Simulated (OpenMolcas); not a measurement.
## Fe4+ in a point-charge field

Fe4+ among 5 point charges of -2.6 e arranged as a square pyramid (C4v), 1.81 Å from the ion, with the axial distance 2.100 Å.
```
   1.8100    0.0000    0.0000  -2.60
   0.0000    1.8100    0.0000  -2.60
  -1.8100    0.0000    0.0000  -2.60
   0.0000   -1.8100    0.0000  -2.60
   0.0000    0.0000    2.0996  -2.60
```

| Quantity | Value |
| --- | --- |
| Program | OpenMolcas 26.06 |
| Method | CASSCF |
| Basis | ANO-RCC-VDZP [5s4p2d1f] |
| Scalar Hamiltonian | DKH2, point nucleus |
| Active space | 4 electrons in 5 orbitals (3d) |
| State averaging | 2S+1 = 5 even, 5 roots; 2S+1 = 3 even, 45 roots; 2S+1 = 1 even, 50 roots |
| Spin-orbit coupling | state interaction with AMFI integrals over the reference wave functions |

The lowest spin-free states, above the lowest:

```
   State  Degeneracy  E (cm-1)  Free-ion L (%)
2S+1 = 5           1       0.0         D (100)
2S+1 = 5           1      4155         D (100)
2S+1 = 5           2     11469         D (100)
2S+1 = 5           1     12483         D (100)
2S+1 = 3           1     28178          H (76)
2S+1 = 3           2     28395          H (75)
2S+1 = 3           1     29016          H (76)
2S+1 = 3           1     30986          H (64)
2S+1 = 3           2     31691          H (62)
2S+1 = 3           1     32289          H (80)
2S+1 = 3           1     32628          H (66)
2S+1 = 3           2     33916          F (45)
2S+1 = 3           1     34564          P (86)
2S+1 = 3           1     35463          F (74)
2S+1 = 3           2     36300          F (43)
2S+1 = 3           1     36314          F (79)
2S+1 = 3           2     37014          H (44)
2S+1 = 3           1     39283          G (74)
2S+1 = 3           1     39638          F (63)
2S+1 = 3           2     39738          G (55)
```

The lowest levels with spin-orbit coupling:

```csv
E (cm-1),Degeneracy,2S+1,g
0.0,1,5,
0.1,1,5,
61.3,2,5,0.00 0.00 3.46
82.1,1,5,
4230,1,5,
4249,2,5,0.00 0.00 4.55
4306,1,5,
4306,1,5,
11152,2,5,0.00 0.00 5.36
11161,1,5,
11429,1,5,
11469,2,5,0.00 0.00 2.75
11587,1,5,
11591,1,5,
11840,2,5,0.00 0.00 10.00
12682,1,5,
12682,1,5,
12774,2,5,0.00 0.00 3.90
12801,1,5,
28171,2,3,0.00 0.00 2.91
```

Powder χT (cm3 K/mol): 1.55 at 2 K, 1.73 at 10 K, 2.36 at 50 K, 2.57 at 100 K, 2.68 at 200 K, 2.72 at 300 K. The effective moment at 300 K is 2.828 √(χT) = 4.66 μB.

The lowest level has 2S+1 = 5, for which the spin-only value is χT = S(S+1) / 2 = 3.000 cm3 K/mol (g = 2). The computed 2.721 at 300 K differs by -0.279, through orbital momentum, spin-orbit coupling and any other state in reach.

Without dynamic correlation the repulsion within the d shell is too large (B by tens of per cent), so at a given field states of lower spin stand too high. Point charges give a weaker field than real ligands, and real ions of this kind are often low spin; the high spin found here belongs to the model. Point charges carry no covalency, so the field is a model and not that of real ligands. An unlabelled pair can be two single states that coincide in this model. No measured value stands beside these numbers.

The RASSCF and RASSI steps took 21 s on 1 thread of Arm Neoverse V2 (shared host); the integral step is not counted.

With an even number of electrons the g values are those of a degenerate or nearly degenerate non-Kramers pair.
